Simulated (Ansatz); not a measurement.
Cost and result up the ladder for Ga₃P₂ (5 atoms). The state is a doublet with charge 0. Geometry: PBE0-D4/def2-SVP.

```
atom    x (Å)    y (Å)    z (Å)
 Ga1   1.3691  -0.9588   0.9559
 Ga2   2.0078   1.0527  -0.9603
 Ga3  -2.1513  -0.1421  -1.1668
  P4  -0.2082   0.9318   0.1569
  P5  -1.0173  -0.8837   1.0144
```

Ansatz on 4 threads of Arm Neoverse V2 on a shared host. Times are rough, and most runs start from the orbitals of an earlier one. PBE0-D4/def2-TZVP serves as the yardstick here, not as an exact answer. Differences are given only for rows in sets of like size (and for xTB, whose basis is part of the method), since another set adds its own error. Binding counts from free atoms at the same level (Ga doublet, P quartet; other spins of the atoms weren't run), without zero-point energy or a counterpoise term.

Correlated methods freeze 37 core orbitals; core or outer-core shells of Ga are correlated, in sets that lack core-valence functions. The rows differ in basis, and correlated rows in double-zeta sets carry the largest basis error. Another isomer (doublet) lies 0.15 eV lower at PBE0-D4/def2-TZVP; other spin states weren't run for this one.

Correlated methods converge slowly with the basis, most of all in double-zeta sets.

| level | functions | wall time | binding energy per atom (eV) | difference from PBE0-D4/def2-TZVP (eV) | remarks |
| --- | --- | --- | --- | --- | --- |
| PBE-D4/def2-TZVP (with forces) | 218 | 5.5 s | 2.42 | 0.13 | – |
| HF/def2-TZVP | 218 | 13 s | 1.02 | -1.27 | spin-contaminated (⟨S²⟩ 0.86) |
| PBE0-D4/def2-TZVP | 218 | 14 s | 2.29 | 0.00 | – |
| r2SCAN-D4/def2-TZVP | 218 | 17 s | 2.30 | 0.01 | – |
| r2SCANh-D4/def2-TZVP | 218 | 25 s | 2.26 | -0.03 | – |
| CCSD(T)/def2-SVP | 132 | 60 s | 1.82 | – | spin-contaminated (⟨S²⟩ 0.84) |
